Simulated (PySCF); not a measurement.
PySCF 2.14 output of an unrestricted PBE calculation on a single atom or ion in aug-cc-pVQZ (6s5p4d3f2g, 80 functions), with the non-relativistic Hamiltonian (point nucleus):

```
SCF conv_tol = 1e-09
number electrons alpha = 5  beta = 3
    J. P. Perdew, K. Burke, and M. Ernzerhof.,  Phys. Rev. Lett. 77, 3865 (1996)
    J. P. Perdew, K. Burke, and M. Ernzerhof.,  Phys. Rev. Lett. 78, 1396 (1997)
    J. P. Perdew, K. Burke, and M. Ernzerhof.,  Phys. Rev. Lett. 77, 3865 (1996)
    J. P. Perdew, K. Burke, and M. Ernzerhof.,  Phys. Rev. Lett. 78, 1396 (1997)
cycle= 1 E= -98.3375792033894  delta_E= -0.00749  |g|= 0.0183  |ddm|= 0.269
cycle= 2 E= -98.3376325872294  delta_E= -5.34e-05  |g|= 0.00861  |ddm|= 0.03
cycle= 3 E= -98.3376477465337  delta_E= -1.52e-05  |g|= 0.0026  |ddm|= 0.0132
cycle= 4 E= -98.3376494257984  delta_E= -1.68e-06  |g|= 0.000213  |ddm|= 0.00332
cycle= 5 E= -98.3376494396744  delta_E= -1.39e-08  |g|= 1.08e-05  |ddm|= 0.000289
cycle= 6 E= -98.3376494397046  delta_E= -3.02e-11  |g|= 3.27e-07  |ddm|= 1.42e-05
converged SCF energy = -98.3376494397046  <S^2> = 2.0023732  2S+1 = 3.0015817
```

The run itself started from symmetry-adapted Hartree-Fock orbitals and held the occupation by maximum overlap, on a logarithmic radial grid, so the iterations belong to that start.

Problem. Which element, charge and spin multiplicity is this?

Solution. F⁺ (fluorine, charge +1), multiplicity 3; the state was [He] 2s1 2p5, high-spin 3P determinant (an excited configuration).
